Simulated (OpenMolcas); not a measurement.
OpenMolcas run: Co5+

Input:

```
&GATEWAY
Coord
1

Co 0.0 0.0 0.0
Basis=ANO-R3
Group=XYZ
NoMove
AngMom=0.0 0.0 0.0
AMFI
&SEWARD
&RASSCF
FileOrb=start.orb
Symmetry=1
Spin=5
nActEl=4 0 0
Inactive=3 6
Ras2=5 0
CIRoot=5 5 1
SDav=5
CIMx=300
Iter=120 100
PrWF=0.3
OrbListing=Nothing
MaxOrb=0
Atom
>>> COPY $Project.JobIph JOB001
&RASSCF
FileOrb=start.orb
Symmetry=1
Spin=3
nActEl=4 0 0
Inactive=3 6
Ras2=5 0
CIRoot=45 45 1
SDav=45
CIMx=300
Iter=120 100
PrWF=0.3
OrbListing=Nothing
MaxOrb=0
Atom
>>> COPY $Project.JobIph JOB002
&RASSCF
FileOrb=start.orb
Symmetry=1
Spin=1
nActEl=4 0 0
Inactive=3 6
Ras2=5 0
CIRoot=50 50 1
SDav=50
CIMx=300
Iter=120 100
PrWF=0.3
OrbListing=Nothing
MaxOrb=0
Atom
>>> COPY $Project.JobIph JOB003
&RASSI
NrOfJobIphs=3 5 45 50
1 2 3 4 5
1 2 3 4 5 6 7 8 9 10 11 12 13 14 15 16 17 18 19 20 21 22 23 24 25 26 27
28 29 30 31 32 33 34 35 36 37 38 39 40 41 42 43 44 45
1 2 3 4 5 6 7 8 9 10 11 12 13 14 15 16 17 18 19 20 21 22 23 24 25 26 27
28 29 30 31 32 33 34 35 36 37 38 39 40 41 42 43 44 45 46 47 48 49 50
IphNames
JOB001
JOB002
JOB003
EJob
SpinOrbit
DIPRint=1.0
SOCoupling=1000.0
Subsets=2
MEES
Property=10
'ANGMOM' 1 'ANGMOM' 2 'ANGMOM' 3 'MLTPL  1' 1 'MLTPL  1' 2 'MLTPL  1' 3
'AMFI' 1 'AMFI' 2 'AMFI' 3 'MLTPL  2' 6
SOProperty=3
'ANGMOM' 1 'ANGMOM' 2 'ANGMOM' 3
```

A driver script runs the steps one by one and writes start.orb anew before each from the orbitals found so far.

Output, cut to the results:

```
--- SEWARD ---
Basis set label: CO.ANO-R...8S5P5D3F2G1H.

      Electronic valence basis set:
      ------------------
      Associated Effective Charge  27.000000 au
      Associated Actual Charge     27.000000 au
      Nuclear Model: Finite nucleus - Gaussian distribution
        Gaussian exponent, Xi/bohr**(-2):  2.87167E+08

      Shell  nPrim  nBasis  Cartesian Spherical Contaminant
         s      20       8        X
         p      12       5        X
         d       9       5                 X
         f       5       3                 X
         g       4       2                 X
         h       3       1                 X
                  Relativistic X2C integrals
                  Atomic mean-field integrals
--- RASSCF ---
Wave function specifications:
      -----------------------------

      Number of closed shell electrons          18
      Number of electrons in active shells       4
      Max number of holes in RAS1 space          0
      Max nr of electrons in RAS3 space          0
      Number of inactive orbitals                9
      Number of active orbitals                  5
      Number of secondary orbitals              84
      Spin quantum number                      2.0
      State symmetry                             1
Orbital specifications:
      -----------------------

      Symmetry species                           1   2
                                                ag  au
      Frozen orbitals                            0   0
      Inactive orbitals                          3   6
      Active orbitals                            5   0
      RAS1 orbitals                              0   0
      RAS2 orbitals                              5   0
      RAS3 orbitals                              0   0
      Secondary orbitals                        43  41
      Deleted orbitals                           0   0
      Number of basis functions                 51  47
      Number of CSFs                             5
      Number of root(s) required                 5
      Iter CI   SX   CI       RASSCF       Energy    max ROT     max BLB   max BLB  Level Ln srch  Step   QN
          iter iter root      energy       change     param      element    value   shift minimum  type update
 Nr of preliminary CI iterations:   1
      Total energies have been shifted. Add                -1000.00 au
        1   1   10    0  -384.16689325    0.00E+00   2.32E-01*   5   8 2  9.55E-01*  0.00   0.00    SX    NO
        2   1   10    0  -385.18579655   -1.02E+00* -2.88E-02    4  10 2  3.01E-01*  0.00   0.00    SX    NO
        3   1   10    0  -385.22984081   -4.40E-02*  1.04E-02    5  11 2 -5.58E-02*  0.00   0.00    SX    NO
        4   1    9    0  -385.23291905   -3.08E-03* -5.44E-03    4  10 2  2.86E-02*  0.00   0.00    SX    NO
        5   1    9    0  -385.23342047   -5.01E-04*  1.85E-03    5  11 2 -1.16E-02*  0.00   0.70    QN   YES
        6   1    7    0  -385.23353759   -1.17E-04*  4.42E-05    4  19 1 -1.31E-04*  0.00   1.01    QN   YES
        7   1    6    0  -385.23353761   -2.89E-08* -5.91E-06    3  12 1  1.67E-05   0.00   0.92    QN   YES
        8   1    4    0  -385.23353762   -6.48E-10   3.11E-07    3  12 1  3.33E-06   0.00   0.96    QN   YES
      Convergence after  8 iterations
        9   1    4    0  -385.23353762   -7.50E-12   3.11E-07    3  12 1  1.78E-07   0.00   0.96    QN   YES
      Natural orbitals and occupation numbers for root  1
      sym 1:   1.000000   1.000000   1.000000   0.000000   1.000000
      Natural orbitals and occupation numbers for root  2
      sym 1:   1.000000   0.000000   1.000000   1.000000   1.000000
      Natural orbitals and occupation numbers for root  3
      sym 1:   0.000000   1.000000   1.000000   1.000000   1.000000
::    RASSCF root number  1 Total energy:  -1385.23353762
::    RASSCF root number  2 Total energy:  -1385.23353762
::    RASSCF root number  3 Total energy:  -1385.23353762
::    RASSCF root number  4 Total energy:  -1385.23353762
::    RASSCF root number  5 Total energy:  -1385.23353762
--- RASSCF ---
Wave function specifications:
      -----------------------------

      Number of closed shell electrons          18
      Number of electrons in active shells       4
      Max number of holes in RAS1 space          0
      Max nr of electrons in RAS3 space          0
      Number of inactive orbitals                9
      Number of active orbitals                  5
      Number of secondary orbitals              84
...
--- RASSI ---
SPIN-FREE ENERGIES:
  (Shifted by EMIN (a.u.) =      -1385.2335376154)

 SF State       Relative EMIN(au)   Rel lowest level(eV)    D:o, cm**(-1)      L_eff

     1             0.0000000000        0.0000000000              0.0000         2.0
     2             0.0000000000        0.0000000000              0.0000         2.0
     3             0.0000000000        0.0000000000              0.0000         2.0
     4             0.0000000000        0.0000000000              0.0000         2.0
     5             0.0000000000        0.0000000000              0.0000         2.0
     6             0.1365101597        3.7146306832          29960.5170         5.0
     7             0.1365101597        3.7146306832          29960.5170         5.0
     8             0.1365101597        3.7146306832          29960.5170         5.0
     9             0.1365101597        3.7146306832          29960.5170         5.0
    10             0.1365101597        3.7146306832          29960.5170         5.0
    11             0.1365101597        3.7146306832          29960.5170         5.0
    12             0.1365101597        3.7146306832          29960.5170         5.0
    13             0.1365101597        3.7146306832          29960.5170         5.0
    14             0.1365101597        3.7146306832          29960.5170         5.0
    15             0.1365101597        3.7146306832          29960.5170         5.0
    16             0.1365101597        3.7146306832          29960.5170         5.0
    17             0.1525203948        4.1502913734          33474.3574         1.0
    18             0.1525203948        4.1502913734          33474.3574         1.0
    19             0.1525203948        4.1502913734          33474.3574         1.0
    20             0.1568031506        4.2668310958          34414.3137         3.0
    21             0.1568031506        4.2668310958          34414.3137         3.0
...
```

Levels above the lowest, from the spin-orbit matrix, grouped by J:

```json
{"Configuration": "3d⁴", "Term": "⁵D", "J": "0", "E (cm⁻¹)": "0.0", "Measured (cm⁻¹)": "0.0", "Term weight %": "100", "Second": ""}
{"Configuration": "3d⁴", "Term": "⁵D", "J": "1", "E (cm⁻¹)": "205", "Measured (cm⁻¹)": "204", "Term weight %": "100", "Second": ""}
{"Configuration": "3d⁴", "Term": "⁵D", "J": "2", "E (cm⁻¹)": "600", "Measured (cm⁻¹)": "589", "Term weight %": "100", "Second": ""}
{"Configuration": "3d⁴", "Term": "⁵D", "J": "3", "E (cm⁻¹)": "1163", "Measured (cm⁻¹)": "1125", "Term weight %": "100", "Second": ""}
{"Configuration": "3d⁴", "Term": "⁵D", "J": "4", "E (cm⁻¹)": "1871", "Measured (cm⁻¹)": "1782", "Term weight %": "100", "Second": ""}
{"Configuration": "3d⁴", "Term": "³H", "J": "4", "E (cm⁻¹)": "30555", "Measured (cm⁻¹)": "28377", "Term weight %": "98", "Second": ""}
{"Configuration": "3d⁴", "Term": "³H", "J": "5", "E (cm⁻¹)": "30993", "Measured (cm⁻¹)": "28806", "Term weight %": "99", "Second": ""}
{"Configuration": "3d⁴", "Term": "³H", "J": "6", "E (cm⁻¹)": "31466", "Measured (cm⁻¹)": "29234", "Term weight %": "100", "Second": ""}
{"Configuration": "3d⁴", "Term": "³P(1)", "J": "0", "E (cm⁻¹)": "32419", "Measured (cm⁻¹)": "27166", "Term weight %": "99", "Second": ""}
{"Configuration": "3d⁴", "Term": "³P(1)", "J": "1", "E (cm⁻¹)": "33630", "Measured (cm⁻¹)": "28462", "Term weight %": "100", "Second": ""}
{"Configuration": "3d⁴", "Term": "³F(1)", "J": "2", "E (cm⁻¹)": "35246", "Measured (cm⁻¹)": "30555", "Term weight %": "100", "Second": ""}
{"Configuration": "3d⁴", "Term": "³F(1)", "J": "3", "E (cm⁻¹)": "35321", "Measured (cm⁻¹)": "30635", "Term weight %": "93", "Second": "7 ³G"}
{"Configuration": "3d⁴", "Term": "³F(1)", "J": "4", "E (cm⁻¹)": "35526", "Measured (cm⁻¹)": "30817", "Term weight %": "92", "Second": "6 ³G"}
{"Configuration": "3d⁴", "Term": "³P(1)", "J": "2", "E (cm⁻¹)": "35709", "Measured (cm⁻¹)": "30506", "Term weight %": "100", "Second": ""}
{"Configuration": "3d⁴", "Term": "³G", "J": "3", "E (cm⁻¹)": "38582", "Measured (cm⁻¹)": "34026", "Term weight %": "93", "Second": "7 ³F(1)"}
{"Configuration": "3d⁴", "Term": "³G", "J": "4", "E (cm⁻¹)": "39084", "Measured (cm⁻¹)": "34475", "Term weight %": "92", "Second": "6 ³F(1)"}
{"Configuration": "3d⁴", "Term": "³G", "J": "5", "E (cm⁻¹)": "39453", "Measured (cm⁻¹)": "34855", "Term weight %": "99", "Second": ""}
{"Configuration": "3d⁴", "Term": "¹I", "J": "6", "E (cm⁻¹)": "46129", "Measured (cm⁻¹)": "42800", "Term weight %": "100", "Second": ""}
{"Configuration": "3d⁴", "Term": "¹G(1)", "J": "4", "E (cm⁻¹)": "48782", "Measured (cm⁻¹)": "41926", "Term weight %": "98", "Second": ""}
{"Configuration": "3d⁴", "Term": "³D", "J": "3", "E (cm⁻¹)": "49645", "Measured (cm⁻¹)": "41676", "Term weight %": "100", "Second": ""}
{"Configuration": "3d⁴", "Term": "³D", "J": "2", "E (cm⁻¹)": "49800", "Measured (cm⁻¹)": "41856", "Term weight %": "99", "Second": ""}
{"Configuration": "3d⁴", "Term": "³D", "J": "1", "E (cm⁻¹)": "50005", "Measured (cm⁻¹)": "42098", "Term weight %": "100", "Second": ""}
{"Configuration": "3d⁴", "Term": "¹S(1)", "J": "0", "E (cm⁻¹)": "56469", "Measured (cm⁻¹)": "45372", "Term weight %": "99", "Second": ""}
{"Configuration": "3d⁴", "Term": "¹D(1)", "J": "2", "E (cm⁻¹)": "60219", "Measured (cm⁻¹)": "52740", "Term weight %": "99", "Second": ""}
```

Against the 23 measured excited levels shown (Sugar and Corliss, J. Phys. Chem. Ref. Data 10, 1097 (1981)) the mean absolute deviation is 4500 cm-1; the largest miss in energy is 3d⁴ ¹S₀(1): computed 56469, measured 45372 cm⁻¹ (+24.5 %). Levels of one J stand in another order than measured, so their pairing by name is doubtful.

Without dynamic correlation excited terms often stand tens of per cent too high (terms of higher spin than the ground term too low), and those without a measured partner can miss by more than the paired ones. Measured partners are found by configuration, term and J. A level has none where our copy of the source lacks it or the pairing is in doubt (some pairs that miss far off the trend of their configuration count as doubtful), and it then counts in no deviation. Only configurations of the active space appear. The table shows the lowest 24 of 34 levels.

The term weight is that of the spin-free term in the level, not the purity of its configuration. A number in round brackets counts repeated terms of one configuration in the order of the reference energies.
